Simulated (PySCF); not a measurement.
# From a computed spectrum to the compound

A species of 7 atoms with charge 1 has these harmonic modes (PBE0, small Gaussian bases with core potentials, PySCF 2.14.0):

```tsv
cm⁻¹	km/mol	symmetry
142	0.0	a
209	0.0	a
263	4.0	b
379	27.8	b
468	38.9	a
604	0.1	a
625	457.0	b
626	146.6	b
642	37.6	a
1505	42.2	b
1516	39.8	a
3531	141.6	b
3537	72.2	a
3613	65.0	b
3614	49.0	a
```

Problem. Which species is it, and in which structure?

Solution. [Tm(NH2)2]+ (singlet in the valence; each metal's 4f electrons, 12 of them, lie in its core potential, out of spins and levels):
```xyz
7

Tm    0.0000    0.0000   -0.2058
N     1.6115    0.1621    1.0339
H     1.5306    0.1668    2.0533
H     2.6079    0.2549    0.8279
N    -1.6115   -0.1621    1.0339
H    -1.5306   -0.1668    2.0533
H    -2.6079   -0.2549    0.8279
```
Ideal gas at 298.15 K and 1 bar: S = 323.7 J/(mol K), Cp = 85.1 J/(mol K), H − H(0 K) = 17.4 kJ/mol (rigid rotor, harmonic modes, spin degeneracy alone, that of the 4f electrons in the core included). An lcecp potential fixes the number of 4f electrons, so in runs with it no electron can move into or out of that shell.
 The answer isn't unique; the calculation gave this one.
